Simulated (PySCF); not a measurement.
# C₆ coefficients of unlike pairs at UHF

Calculated with PySCF 2.14 from the dipole response of each species, C₆(A,B) = (3/π) ∫ α_A(iu) α_B(iu) du, in atomic units, from isotropic polarisabilities. For ions this is the dispersion term alone; charge-induced terms of lower order in 1/R come first.

```csv
species,configuration,basis,relativity,α (bohr³),C₆ (like pair)
Se,[Ar] 3d10 4s2 4p4 (3P),"aug-cc-pVQZ-PP with one added diffuse shell each of s, p, d, f, g type with ECP10MDF (8s7p6d4f3g)",core potential,25.22,207.7
Ni⁺,[Ar] 3d9 (2D),dyall-av2z (16s12p7d2f),none,5.456,17.27
S⁺,[Ne] 3s2 3p3 (4S),def2-TZVPPD (6s6p4d1f),none,10.88,53.48
Ga⁺,[Ar] 3d10 4s2 (1S),def2-TZVPPD (7s5p5d1f),none,22.19,116.5
```

(1) Estimate C₆ for S⁺ with Ni⁺.

No spin-orbit coupling is included.

The other pairs:

```csv
pair,C₆
"Ga⁺, Se",153.6
"Ga⁺, S⁺",75.52
"Ga⁺, Ni⁺",39.74
"S⁺, Se",104.4
"Ni⁺, Se",55.96
```

Answers

(1) The integral gives 29.31. The combination rule 2 C_A C_B / (C_A α_B/α_A + C_B α_A/α_B) gives 30.15 and the geometric mean 30.39.
